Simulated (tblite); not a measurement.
Run record: tight-binding relaxation, `P[P@]1(=[Se])C(=CCC1)C`.

Computed with GFN2-xTB geometry optimisation, gas phase (tblite 0.8.0). Start geometry: from a force field or distance geometry. The command runs a driver script over a list of jobs; the input below is this job's line of settings and its coordinates in Å.

Command:
```bash
OMP_NUM_THREADS=1 python probes_run.py task.json out
```

Input:
```
{"job": {"kind": "relax", "xc": "GFN2-xTB", "basis": "xTB"}, "charge": 0, "multiplicity": 1}
C     -1.947700     1.453300     0.236500
C     -0.999200     0.331600     0.097600
C     -1.067800    -0.932700     0.453600
C      0.092500    -1.736800     0.147800
C      0.797900    -1.241500    -1.075200
P      0.636600     0.546100    -0.655300
P      1.934200     1.006800     0.981400
Se     0.884300     1.557100    -2.177800
H     -2.973400     1.136600    -0.030100
H     -1.894900     1.801400     1.310100
H     -1.640900     2.331900    -0.365200
H     -1.991400    -1.345400     0.937600
H     -0.163600    -2.835800     0.074400
H      0.883000    -1.680400     0.963600
H      1.859500    -1.530300    -1.112100
H      0.242800    -1.398300    -2.001500
H      3.085800     0.142500     1.102700
H      2.253600     2.400200     1.100200
```

Output:
```
step      E/eV     max force
  0    -651.29800   12.609
  1    -652.53001    5.283
  2    -652.98025    3.233
  3    -653.59574    1.304
  4    -653.71520    1.410
  5    -653.82284    0.831
  6    -653.86847    0.592
  7    -653.90621    0.677
  8    -653.94059    0.651
  9    -653.96250    0.329
... (76 lines left out)
 86    -654.17459    0.014
 87    -654.17464    0.016
 88    -654.17468    0.014
 89    -654.17472    0.014
 90    -654.17476    0.017
 91    -654.17481    0.021
 92    -654.17485    0.020
 93    -654.17488    0.016
 94    -654.17491    0.011
 95    -654.17492    0.008
```

«max force» is the largest atomic force in eV/Å.

**Question.** From which step on does the largest force stay under 0.1 eV/Å, and how much energy is left to gain from there?

**Answer.** From step 64 (0.061 eV/Å), 11.5 meV above the end.

Summary of the converged run: energy lowered by 66.3 kcal/mol over 95 steps; largest atomic force 0.008 eV/Å at the end.

**Question.** Where do the atoms end?

**Answer.** 0.515 Å rms from the input after alignment:
```
atom  x, y, z in Å
C1    -1.7639    1.5054    0.3399
C2    -0.9076    0.3080    0.1384
C3    -1.1723   -0.9707    0.3812
C4    -0.0974   -1.9781    0.1031
C5     0.9355   -1.3305   -0.8223
P6     0.7613    0.4941   -0.5748
P7     2.0647    0.9540    1.1366
Se8    0.9238    1.7014   -2.2924
H9    -2.8053    1.2275    0.4829
H10   -1.4268    2.0662    1.2138
H11   -1.6797    2.1601   -0.5288
H12   -2.1085   -1.3124    0.7978
H13   -0.5165   -2.8814   -0.3445
H14    0.3678   -2.2656    1.0515
H15    1.9568   -1.6626   -0.6270
H16    0.7059   -1.5275   -1.8732
H17    3.1212    1.2406    0.2757
H18    1.6321    2.2777    1.1305
```
Labels such as C1 count atoms from 1, the log's own numbers from 0.
